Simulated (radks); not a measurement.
Values are calculated unless marked as measured or tabulated.
Species: Bi3+. Configuration: [Hg]. Level of theory: non-relativistic Kohn-Sham, PBE, spin-unpolarised, spherical densities, point nucleus; relativity is left out, which matters for an element this heavy (a radial shooting solver on a logarithmic mesh with Libxc functionals).

Local quantities along the radius. ELF = 1/(1 + alpha^2) is the electron localisation function; alpha = (tau - tau_W)/tau_unif compares the Pauli kinetic energy density with that of the uniform gas; 4 pi r^2 rho is in e/bohr; s = |grad rho|/(2 (3 pi^2)^(1/3) rho^(4/3)) is the reduced gradient; r v_xc is r times the local exchange-correlation potential (hartree bohr).

| r (bohr) | ELF | alpha | 4 pi r^2 rho | s | r v_xc |
|---|---|---|---|---|---|
| 0.0009537 | 0.999 | 0.02423 | 4.011 | 0.3804 | -0.1015 |
| 0.001282 | 0.999 | 0.02608 | 6.865 | 0.3872 | -0.1229 |
| 0.001738 | 0.999 | 0.02887 | 11.69 | 0.3970 | -0.1513 |
| 0.002355 | 0.999 | 0.03315 | 19.39 | 0.4104 | -0.1875 |
| 0.003166 | 0.998 | 0.03978 | 30.64 | 0.4285 | -0.2311 |
| 0.004291 | 0.997 | 0.05124 | 46.72 | 0.4545 | -0.2847 |
| 0.005816 | 0.995 | 0.07221 | 66.79 | 0.4910 | -0.3459 |
| 0.007882 | 0.987 | 0.1145 | 87.61 | 0.5416 | -0.4104 |
| 0.0106 | 0.959 | 0.2064 | 102.8 | 0.6057 | -0.4691 |
| 0.01436 | 0.840 | 0.4367 | 107.0 | 0.6725 | -0.5155 |
| 0.01946 | 0.526 | 0.9487 | 101.1 | 0.6676 | -0.5439 |
| 0.02617 | 0.332 | 1.419 | 99.69 | 0.4815 | -0.5723 |
| 0.03547 | 0.470 | 1.062 | 118.4 | 0.2813 | -0.6882 |
| 0.04806 | 0.694 | 0.6633 | 146.1 | 0.3073 | -0.8464 |
| 0.06514 | 0.643 | 0.7447 | 146.7 | 0.4230 | -0.9255 |
| 0.08758 | 0.396 | 1.235 | 127.3 | 0.3861 | -0.9354 |
| 0.1187 | 0.507 | 0.9855 | 135.0 | 0.2248 | -1.086 |
| 0.1609 | 0.688 | 0.6737 | 138.1 | 0.3491 | -1.244 |
| 0.2163 | 0.393 | 1.243 | 97.05 | 0.4501 | -1.163 |
| 0.2931 | 0.443 | 1.122 | 90.53 | 0.1643 | -1.289 |
| 0.3972 | 0.727 | 0.6130 | 95.09 | 0.3211 | -1.507 |
| 0.5384 | 0.476 | 1.048 | 51.28 | 0.6024 | -1.314 |
| 0.7238 | 0.314 | 1.479 | 27.62 | 0.3842 | -1.157 |
| 0.981 | 0.708 | 0.6425 | 23.52 | 0.4022 | -1.315 |
| 1.329 | 0.590 | 0.8331 | 12.64 | 0.7245 | -1.175 |
| 1.787 | 0.309 | 1.494 | 4.658 | 1.031 | -0.9258 |
| 2.422 | 0.334 | 1.411 | 1.543 | 1.436 | -0.7328 |
| 3.283 | 0.544 | 0.9157 | 0.3499 | 2.918 | -0.5272 |
| 4.45 | 0.577 | 0.8554 | 0.03127 | 8.727 | -0.3634 |
| 5.982 | 0.273 | 1.631 | 0.0007617 | 39.19 | -0.1261 |

On this mesh the ELF has minima near r = 0.026, 0.10, 0.25, 0.62, 2.1 bohr, which separate the shells, and maxima near 0.056 (0.71), 0.16 (0.69), 0.40 (0.73), 0.98 (0.71), 3.8 (0.60).
